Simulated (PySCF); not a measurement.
Removing an electron from `O=C(O)c1ncnc(Cl)n1`

Species: C4H2ClN3O2.
Bonds: O1–C2 (double), C2–O3, C2–C4, C4–N5 (aromatic), N5–C6 (aromatic), C6–N7 (aromatic), N7–C8 (aromatic), C8–Cl9, C8–N10 (aromatic), C4–N10 (aromatic). Hydrogens: H11 on O3; H12 on C6.

Level: wB97X-D/def2-SVPD (PySCF). Frontier orbitals with their largest atomic shares (Löwdin; up to four atoms above 4 %):

| orbital | ε (eV) | main atoms |
| --- | --- | --- |
| HOMO−3 | -11.13 | O1 40 %, Cl9 16 %, N10 11 %, N7 10 % |
| HOMO−2 | -11.07 | Cl9 46 %, N5 15 %, C8 9 %, N7 9 % |
| HOMO−1 | -10.76 | N5 42 %, N7 28 %, C6 6 %, C4 6 % |
| HOMO | -10.47 | ? |
| LUMO | -1.24 | C4 22 %, N7 15 %, N10 11 %, C2 11 % |
| LUMO+1 | -0.45 | C6 22 %, C8 21 %, N5 18 %, N10 17 % |
| LUMO+2 | 1.85 | O3 27 %, C2 20 %, H11 13 %, Cl9 9 % |

What vertical ionisation energy does ΔSCF give, and how far is −ε(HOMO) from it?

ΔSCF: 10.69 eV (1032 kJ/mol; threshold wavelength 116 nm); ⟨S²⟩ of the doublet left behind is 0.759, against 0.75 for a pure doublet. −ε(HOMO) is 10.47 eV, 0.22 eV below it. For the exact functional −ε(HOMO) would equal the first vertical ionisation energy; wB97X-D (range-separated hybrid) comes within 0.22 eV of that here.

On which atoms does the HOMO lie?

N10 (pyridine-type nitrogen) 31 %, O1 (acid carbonyl oxygen) 23 %, N7 (pyridine-type nitrogen) 10 %, N5 (pyridine-type nitrogen) 10 %, so no atom holds as much as 40 %. The HOMO−1 lies 0.29 eV lower.

And the vertical electron affinity, the fundamental gap, Mulliken's electronegativity and the hardness (with the factor ½)?

EA = 1.15 eV by ΔSCF (−ε(LUMO) = 1.24 eV). IE − EA = 9.54 eV against an orbital gap of 9.23 eV; (IE + EA)/2 = 5.92 eV; (IE − EA)/2 = 4.77 eV. Parr's electrophilicity index (IE + EA)²/[8(IE − EA)] is 1.84 eV.

With α = 85.1 au, estimate the like-pair dispersion coefficient by London's formula C6 = (3/4)α²I.

I = 0.3930 Eh, so C6 ≈ 2130 au, a rough estimate.

How many of the 10 lowest singlet excitations (vertical TDDFT, same level) lie below the ionisation energy?

All 10; they run from 4.12 to 6.71 eV.

One conformer (not necessarily the lowest) at the PBE0-D3(BJ)/def2-SVP geometry, without solvent, vibrations or thermal averaging.

The values belong to the conformer `[O:1]=[C:2]([OH:3])[c:4]1[n:5][cH:6][n:7][c:8]([Cl:9])[n:10]1`: O1–C2–C4–N5 -5°, H–O3–C2–O1 0°.

Note: wB97X-D ran without an empirical dispersion term, which enters the total energy and its gradient alone.
